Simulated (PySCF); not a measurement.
SiH2FBr, SMILES F[SiH2]Br. Atoms are numbered in the order given.

```xyz
5

Si     0.5179     1.0909     0.0000
F     -0.7893     1.9964     0.0000
Br    -0.0771    -1.0280     0.0000
H      1.2764     1.3707     1.2339
H      1.2764     1.3707    -1.2339
```

The structure is a stationary point at PBE0-D3(BJ)/def2-TZVP.

Calculation: PySCF with TDA-LC-ωPBE/def2-SVPD.

Vertical excitations. Gas-phase values at a fixed geometry. State labels are in the subgroup Cs.

Computed UV-visible absorptions:
| state | symmetry | energy (eV) | λ (nm) | f | main pairs |
|---|---|---|---|---|---|
| S1 | A" | 7.61 | 163 | 0.025 | HOMO→LUMO 66 %, HOMO→LUMO+1 17 % |
| S2 | A" | 7.82 | 158 | 0.002 | HOMO→LUMO+1 56 %, HOMO→LUMO 18 %, HOMO→LUMO+2 10 % |
| S3 | A' | 7.95 | 156 | 0.024 | HOMO−1→LUMO 72 %, HOMO−1→LUMO+1 12 % |
| S4 | A' | 8.52 | 146 | 0.012 | HOMO−1→LUMO+1 59 %, HOMO−1→LUMO 10 % |
| S5 | A" | 8.79 | 141 | 0.007 | HOMO→LUMO+2 60 %, HOMO→LUMO+3 15 % |
| S6 | A' | 9.16 | 135 | 0.099 | HOMO−1→LUMO+2 63 %, HOMO−1→LUMO+8 10 % |
| S7 | A" | 9.25 | 134 | 0.000 | HOMO−3→LUMO 54 %, HOMO−3→LUMO+1 14 %, HOMO→LUMO+3 10 % |
| S8 | A' | 9.41 | 132 | 0.028 | HOMO−2→LUMO+1 44 %, HOMO−2→LUMO 35 %, HOMO−2→LUMO+2 8 % |
| S9 | A" | 9.45 | 131 | 0.033 | HOMO−3→LUMO+1 47 %, HOMO→LUMO+3 19 % |
| S10 | A' | 9.57 | 130 | 0.000 | HOMO→LUMO+6 39 %, HOMO→LUMO+4 23 %, HOMO−2→LUMO+1 12 %, HOMO−2→LUMO 10 % |
| T1 | A" | 7.03 | 176 | 0 | HOMO→LUMO 73 % |
| T2 | A' | 7.32 | 169 | 0 | HOMO−1→LUMO 66 %, HOMO−1→LUMO+1 11 % |
| T3 | A" | 7.44 | 167 | 0 | HOMO→LUMO+1 59 % |
| T4 | A' | 7.85 | 158 | 0 | HOMO−1→LUMO+1 51 %, HOMO−1→LUMO 12 %, HOMO−1→LUMO+2 12 %, HOMO−1→LUMO+5 9 % |
Triplets are in the Tamm–Dancoff approximation.
